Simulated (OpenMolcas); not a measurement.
**Ta4+ in K2NaGaF6**

Ta4+ with its 6 nearest fluoride ions at 1.972 Å, on the Ga site of K2NaGaF6 (a = 8.246 Å, distance in the model lattice 1.938 Å). The rest of the host is ab initio model potentials to 7.6 Å, with orthogonalisation functions on the cations behind the ligands, and point charges beyond; the distance is set by hand and nothing relaxes, and no local charge compensation is placed. Ligand basis ANO-RCC-VDZP.
```
Ta    0.0000    0.0000    0.0000
F     1.9720    0.0000    0.0000
F     0.0000    1.9720    0.0000
F    -1.9720    0.0000    0.0000
F     0.0000   -1.9720    0.0000
F     0.0000    0.0000    1.9720
F     0.0000    0.0000   -1.9720
```

```yaml
Program: OpenMolcas
Method: SS-CASPT2, IPEA 0.25 Eh, imaginary shift 0.1 Eh (the lowest 17 gerade and 15 ungerade orbitals frozen, chosen by energy and not by shell, so the metal 5p can be frozen and 4f correlated)
Basis: ANO-RCC-VTZP [8s7p5d3f2g1h]
Scalar_Hamiltonian: DKH2, point nucleus
Active_space: 1 electron in 5 orbitals (5d)
State_averaging: 2S+1 = 2 even, 5 roots
Spin-orbit_coupling: RASSI with atomic mean-field integrals over the reference wave functions
```

The lowest spin-free states (labels of O, the rotations of Oh), above the lowest:

```json
{"State": "2T2", "Degeneracy": "3", "E (cm-1)": "0"}
{"State": "2E", "Degeneracy": "2", "E (cm-1)": "39360"}
```

The lowest levels with spin-orbit coupling:

```
E (cm-1)  Degeneracy  Label  2S+1               g
       0           4     Γ8     2                
    3710           2     Γ7     2  1.87 1.87 1.87
   40980           4     Γ8     2
```

Powder χT (cm3 K/mol): 0.00517 at 2 K, 0.00618 at 10 K, 0.0112 at 50 K, 0.0176 at 100 K, 0.0302 at 200 K, 0.0429 at 300 K. The effective moment at 300 K is 2.828 √(χT) = 0.59 μB.

The lowest level has 2S+1 = 2, for which the spin-only value is χT = S(S+1) / 2 = 0.375 cm3 K/mol (g = 2). The computed 0.043 at 300 K differs by -0.332, through orbital momentum, spin-orbit coupling and any other state in reach. With a threefold ground state the orbital momentum is unquenched, so the spin-only value is not expected to hold.

The gap between the two states is 10Dq = 39356 cm-1.

Over all roots computed the reference weight is 0.73; a low but even weight reflects the number of correlated electrons. An orbital triplet at a regular site is open to Jahn-Teller coupling, which can distort the site and quench the lowest spin-orbit gaps and is left out. The least metal-like active orbital is 77 % on the metal (Löwdin) and no ligand orbital is active, so the numbers are rough. Ligand-to-metal charge-transfer states are missing. With one d shell and no ligand orbital active, 10Dq can be off by a tenth or more. No measured value stands beside these numbers; the geometry was set by hand and not optimised.

The CASPT2 steps took 41 s on 1 thread of Arm Neoverse V2, with other jobs on the host; the integral step is not counted.
